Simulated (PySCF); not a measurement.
Species: C₄H₈FNSi₂.
Atom-mapped SMILES: `[CH3:1][C@@H:2]1[SiH2:3][C@H:4]([F:5])[Si@@H:6]1[C:7]#[N:8]`

NICS = −σ at a ghost point: NICS(0) at the centroid of the ring atoms, NICS(1) 1 Å to either side along the normal of their mean plane, zz for the tensor component along that normal. Level: GIAO PBE0/pcSseg-1 (PySCF, non-relativistic, gas phase) on the GFN2-xTB geometry, one conformer.

Ring bond lengths (Å), with Mayer bond orders in brackets: C2–Si3 1.935 (0.89), Si3–C4 1.943 (0.87), C4–Si6 1.936 (0.87), Si6–C2 1.927 (0.89).

**Question.** What do the NICS probes read (ppm)?

**Answer.** 
| ring | type | NICS(0) | NICS(1), two faces | NICS(1)zz, two faces | rms pucker (Å) | centre to ring atoms, mean (Å) |
| --- | --- | --- | --- | --- | --- | --- |
| C2–Si3–C4–Si6 | 4-membered ring with 2 Si; formal bonds all single | -3.3 | -0.6 / -4.9 | 4.8 / -0.9 | 0.12 | 1.36 |

**Question.** What do they say, and how far can they be read as aromaticity?

**Answer.** 
- C2–Si3–C4–Si6: mean NICS(1)zz 2.0 ppm, near zero. C2, Si3, C4, Si6 have four or more neighbours, and the NICS criterion for π rings isn't applied. The two faces differ by 5.7 ppm, so no symmetry operation interchanges them.

**Question.** At the second NICS(1) probe listed for ring C2–Si3–C4–Si6, 1 Å off the ring, what do the in-plane components average?

**Answer.** The isotropic value is a third of the trace: (3 × -4.9 − (-0.9))/2 = -6.9 ppm.

**Question.** How shielded are the nuclei of the rings and their hydrogens (means over atoms taken as equivalent)?

**Answer.** 
```json
{"atoms": "C2", "environment": "sp3 carbon bound to silicon", "σ isotropic (ppm)": "179.6"}
{"atoms": "Si3", "environment": "SiH2 silicon", "σ isotropic (ppm)": "373.7"}
{"atoms": "C4", "environment": "sp3 C–F carbon", "σ isotropic (ppm)": "101.2"}
{"atoms": "Si6", "environment": "SiH silicon", "σ isotropic (ppm)": "380.9"}
{"atoms": "H on C2", "environment": "methine hydrogen", "σ isotropic (ppm)": "30.63"}
{"atoms": "H on Si3", "environment": "Si–H hydrogen", "σ isotropic (ppm)": "26.87"}
{"atoms": "H on Si3", "environment": "Si–H hydrogen", "σ isotropic (ppm)": "26.82"}
{"atoms": "H on C4", "environment": "methine hydrogen", "σ isotropic (ppm)": "25.99"}
{"atoms": "H on Si6", "environment": "Si–H hydrogen", "σ isotropic (ppm)": "26.49"}
```
